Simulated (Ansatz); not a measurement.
Mulliken charges of ClH$_{5}$O$_{2}$Si$_{2}$, SMILES `O[SiH](O)[SiH2]Cl` from ωB97M-V/def2-TZVPP in Ansatz (PBE0-D4/def2-TZVP geometry).

| atom | x (Å) | y (Å) | z (Å) | charge (e) |
| --- | --- | --- | --- | --- |
| O1 | -0.623 | 1.078 | 1.484 | -0.373 |
| Si2 | 0.060 | -0.271 | 0.843 | 0.501 |
| O3 | -0.974 | -1.538 | 0.692 | -0.366 |
| Si4 | 0.713 | 0.210 | -1.360 | 0.202 |
| Cl5 | -0.701 | 1.575 | -2.035 | -0.244 |
| H6 | -1.195 | 1.587 | 0.903 | 0.188 |
| H7 | 1.166 | -0.599 | 1.777 | -0.056 |
| H8 | -1.355 | -1.912 | 1.489 | 0.177 |
| H9 | 0.698 | -0.948 | -2.287 | -0.012 |
| H10 | 2.037 | 0.879 | -1.442 | -0.017 |

Task: By hand: the dipole of these point charges (1 e Å = 4.8032 D).

Result: Σ q r = (0.361, -0.327, 0.223) e Å, of length 0.536 e Å = 2.57 D.

Task: How does the dipole of the full density compare? (Estimate.)

Result: Computed: (-0.003, -0.209, 0.197) e Å, 1.38 D; the point charges give 1.86 times that, at 44° from its direction.

Point charges leave out the atoms' own dipoles, such as those of lone pairs, and Mulliken's split depends on the basis, so the two needn't agree.
